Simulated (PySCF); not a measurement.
C6H7O2: g tensor and hyperfine couplings

Species: C6H7O2 (doublet state).
Structure used (GFN2-xTB), in Å, numbered top down from 1:
```xyz
15
C6H7O2 angstrom
C      3.958   -1.069    0.708
C      3.036   -0.390    0.341
C      1.988    0.459   -0.129
O      2.122    1.448   -0.819
O      0.777    0.006    0.310
C     -0.334    0.662   -0.012
C     -1.633    0.124    0.437
C     -2.537   -0.238   -0.750
H      4.754   -1.670    1.035
H     -0.248    1.540   -0.636
H     -2.152    0.875    1.043
H     -1.456   -0.757    1.056
H     -2.710    0.635   -1.374
H     -3.495   -0.604   -0.390
H     -2.075   -1.012   -1.357
```

The hyperfine couplings belong to this conformer and change with its torsions.

Identity: `C#CC(=O)O[CH]CC` [radical].

Computed, not measured: UKS B3LYP, pcH-1 on C H O, non-relativistic, mean-field spin-orbit, GIAO in PySCF. One conformer (not necessarily the lowest) at the GFN2-xTB geometry, without solvent, vibrations or thermal averaging. The geometry wasn't refined by DFT: couplings that depend on bond lengths, twists or pyramidal angles can differ widely from those at the functional's own minimum. The SCF solution wasn't tested for stability.

```
g1, g2, g3                      : 2.00210, 2.00232, 2.00361
g_iso                           : 2.00268
Form of g                       : close to axial: the two nearest values differ by 14 % of g3 − g1
⟨S²⟩                            : 0.7555 (exact 0.7500)
HOMO–LUMO gap, α and β orbitals : 3.51, 5.76 eV
Total energy                    : -383.20254 Eh
```

Isotropic coupling and dipolar principal values T1 to T3, in G (MHz turned into gauss with g_iso; 10 G = 1 mT):

```csv
atom,isotope,a_iso,T1,T2,T3,Mulliken spin population
C1,13C,1.9,-1.9,-1.6,3.5,0.07
C2,13C,-4.3,-1.3,0.0,1.3,-0.04
C3,13C,2.4,-2.7,-2.1,4.8,0.06
O4,17O,-1.9,-9.4,4.5,4.9,0.08
O5,17O,-0.6,-6.1,2.8,3.3,0.00
C6,13C,30.6,-26.9,-25.9,52.9,0.87
C7,13C,-10.3,-0.7,0.2,0.5,-0.07
C8,13C,22.1,-1.4,-1.3,2.7,0.03
H9,1H,-1.9,-1.0,-0.2,1.2,0.00
H10,1H,-21.9,-11.8,-0.2,12.0,-0.04
H11,1H,31.1,-1.7,-1.3,3.0,0.04
H12,1H,0.9,-1.6,-1.2,2.8,0.00
H13,1H,-0.6,-1.4,-0.8,2.2,0.00
H14,1H,3.9,-1.0,-0.6,1.5,0.01
H15,1H,-1.1,-1.6,-0.7,2.3,0.00
```

The Mulliken spin populations are largest on C6 (+0.87), O4 (+0.08), C7 (-0.07) and C1 (+0.07). C6 is the only atom above +0.15. The positive populations add up to 1.16 and the negative ones to -0.16, together 2S = 1. The angles at C6 add up to 359.9°, so it is planar; its axial dipolar tensor and the negative coupling of its proton fit spin in a p orbital normal to that plane.

Axes: g3 points within 8° of the C6–C7 bond.

Under fast tumbling the dipolar parts average out, and these isotropic splittings remain: 1 × 1H (H10, I = 1/2, 2 lines) with 2.19 mT, 2 × 1H (H11/H12, I = 1/2, 3 lines) with 1.60 mT, 1 × 1H (H9, I = 1/2, 2 lines) with 0.19 mT and 3 × 1H (H13/H14/H15, I = 1/2, 4 lines) with 0.07 mT.

Means are taken over nuclei equivalent by connectivity, which assumes that they swap fast. The three 1H nuclei of mean +2.0 MHz run from -3.2 to 10.9 MHz in the frozen geometry. The 1H value of +44.9 MHz is a mean of couplings from 2.6 to 87.3 MHz in this one geometry, not an average over conformers.

The 17O coupling of O4 (-5.4 MHz) shows only in satellite lines or after enrichment, since that isotope makes up about 0.038 % of natural oxygen.

The 13C coupling of C6 (85.7 MHz) shows only in satellite lines or after enrichment, since that isotope makes up about 1.07 % of natural carbon.

The spin density at the nucleus, in bohr⁻³, is negative for C7 (-0.0258), H10 (-0.0137) and C2 (-0.0106), for instance. A restricted open-shell determinant has no negative spin density anywhere; here it arises because α and β orbitals differ (spin polarisation).

The run took 64 s of wall time (with the writing of density and orbital grids) on one thread, Arm Neoverse V2 (aarch64), shared host, and the process peaked at 0.96 GiB of memory.
